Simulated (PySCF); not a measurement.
Si(H)(Cl)(Me)(OH) (CH5ClOSi), SMILES C[SiH](O)Cl.

The structure is a stationary point at PBE-D3(BJ)/def2-SVP. One conformer was computed; it need not be the lowest.

These are CAM-B3LYP/def2-TZVP run with PySCF values and carry that method's errors.

```
Quantity                                                                                                       Result
---------------------------------------------------------------------------------------------  ----------------------
total energy                                                                                       -866.19295 hartree
highest occupied level                                                                                      -10.06 eV
lowest empty level                                                                                            1.33 eV
orbital gap                                                                                                  11.38 eV
dipole moment                                                                                                  2.17 D
quadrupole, principal values (traceless, Buckingham form, about the centre of nuclear charge)  -6.26, -0.19, 6.44 D·Å
mean static polarisability                                                                       51.7 bohr³ (7.66 Å³)
polarisability, principal values                                                               46.9, 50.0, 58.1 bohr³
```
